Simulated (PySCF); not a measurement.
C4H4FNOS.
Structure used (PBE0-D3(BJ)/def2-SVP), in Å, numbered top down from 1:
```xyz
12
C4H4FNOS angstrom
N      2.4563    1.2405   -1.2402
C      1.9997    0.4826   -0.4960
C      1.4397   -0.4717    0.4525
C      0.0105   -0.1852    0.8593
S     -0.5873   -0.5625    2.3212
O     -0.6510    0.3590   -0.1610
C     -2.0194    0.6483   -0.0371
F     -2.7385   -0.4695   -0.2442
H      1.4567   -1.4760   -0.0072
H      2.0636   -0.5246    1.3548
H     -2.2306    1.3808   -0.8283
H     -2.2260    1.0355    0.9730
```

Level of theory: core-valence-separated Tamm–Dancoff BHandHLYP/aug-pcX-1 (pcseg-1 on H, def2-SVPD on S) in PySCF, non-relativistic, gas phase, PBE0-D3(BJ)/def2-SVP geometry. Absolute energies from this functional tend to lie a few eV below measured edges; no shift was applied.

(1) List the nitrogen K-edge absorption lines.

(2) Give energies, oscillator strengths and core holes at the O K edge.

(3) Give energies, oscillator strengths and core holes at the C K edge.

Answers

(1) 
```csv
E (eV),f,core hole on,main final orbital,polarisation
397.20,0.0636,N1,LUMO+5 (37 %),across the triple bond
397.44,0.0634,N1,LUMO+6 (34 %),across the triple bond
400.07,0.0006,N1,LUMO (97 %),–
401.08,0.0005,N1,LUMO+1 (67 %),–
402.16,0.0014,N1,LUMO+2 (50 %),mixed
402.44,0.0009,N1,spread,–
402.52,0.0021,N1,spread,along the triple bond
```

The first line with a tenth or more of the strongest one's intensity is at 397.20 eV (f = 0.064), with the hole on N1 (nitrile nitrogen), polarised across the triple bond: a 1s→π* resonance. It is also the strongest listed.

(2) 
```csv
E (eV),f,core hole on,main final orbital
532.09,0.0192,O6,LUMO (94 %)
535.80,0.0111,O6,spread
536.04,0.0165,O6,LUMO+2 (35 %)
536.54,0.0110,O6,LUMO+4 (53 %)
536.68,0.0169,O6,spread
536.94,0.0029,O6,LUMO+5 (31 %)
537.22,0.0096,O6,spread
```

The first line with a tenth or more of the strongest one's intensity is at 532.09 eV (f = 0.019), with the hole on O6 (oxygen bonded to 2 C). It is also the strongest listed.

(3) 
```json
{"E (eV)": "283.87", "f": "0.0814", "core hole on": "C4", "main final orbital": "LUMO (92 %)", "polarisation": "normal to the local trigonal plane"}
{"E (eV)": "284.01", "f": "0.0617", "core hole on": "C2", "main final orbital": "LUMO+5 (33 %)", "polarisation": "across the triple bond"}
{"E (eV)": "284.14", "f": "0.0656", "core hole on": "C2", "main final orbital": "LUMO+6 (37 %)", "polarisation": "across the triple bond"}
{"E (eV)": "285.32", "f": "0.0006", "core hole on": "C3", "main final orbital": "LUMO (97 %)", "polarisation": "–"}
{"E (eV)": "285.80", "f": "0.0026", "core hole on": "C2", "main final orbital": "LUMO (96 %)", "polarisation": "mixed"}
{"E (eV)": "286.92", "f": "0.0193", "core hole on": "C3", "main final orbital": "LUMO+1 (49 %)", "polarisation": "–"}
{"E (eV)": "287.12", "f": "0.0010", "core hole on": "C2", "main final orbital": "LUMO+1 (72 %)", "polarisation": "mixed"}
{"E (eV)": "287.30", "f": "0.0186", "core hole on": "C3", "main final orbital": "LUMO+6 (47 %)", "polarisation": "–"}
{"E (eV)": "287.79", "f": "0.0037", "core hole on": "C3", "main final orbital": "spread", "polarisation": "–"}
{"E (eV)": "288.10", "f": "0.0187", "core hole on": "C7", "main final orbital": "LUMO (81 %)", "polarisation": "–"}
{"E (eV)": "288.51", "f": "0.0013", "core hole on": "C2", "main final orbital": "LUMO+2 (49 %)", "polarisation": "across the triple bond"}
{"E (eV)": "288.65", "f": "0.0003", "core hole on": "C2", "main final orbital": "spread", "polarisation": "–"}
{"E (eV)": "288.67", "f": "0.0253", "core hole on": "C3", "main final orbital": "LUMO+9 (48 %)", "polarisation": "–"}
{"E (eV)": "288.77", "f": "0.0392", "core hole on": "C3", "main final orbital": "spread", "polarisation": "–"}
{"E (eV)": "288.87", "f": "0.0024", "core hole on": "C2", "main final orbital": "spread", "polarisation": "across the triple bond"}
{"E (eV)": "289.06", "f": "0.0044", "core hole on": "C2", "main final orbital": "spread", "polarisation": "mixed"}
{"E (eV)": "289.21", "f": "0.0029", "core hole on": "C2", "main final orbital": "spread", "polarisation": "mixed"}
{"E (eV)": "289.27", "f": "0.0625", "core hole on": "C7", "main final orbital": "spread", "polarisation": "–"}
{"E (eV)": "289.36", "f": "0.0042", "core hole on": "C3", "main final orbital": "spread", "polarisation": "–"}
```

The first line with a tenth or more of the strongest one's intensity is at 283.87 eV (f = 0.081), with the hole on C4 (thiocarbonyl carbon), polarised normal to the local trigonal plane: a 1s→π* resonance. It is also the strongest listed.

Roots within 0.03 eV whose holes lie on the same, on equivalent or on shared atoms are summed into one line, and the highest roots are left out, as the search may have cut off their partners. Final orbitals are the ground state's empty Kohn–Sham orbitals. A dash: too weak, shared between unlike atoms, or no plane or axis to refer to.

**Question.** What length of transition dipole belongs to the line at 397.44 eV?

**Answer.** From f = (2/3) ΔE |μ|² in atomic units, with ΔE = 14.606 Eh and f = 0.0634: |μ| = 0.081 au = 0.21 D.

The ionisation thresholds weren't computed; near and above them a finite basis only mimics Rydberg series and continuum.

Rough CPU time on one thread of a shared machine: about 70 s.

One conformer stands for the species.
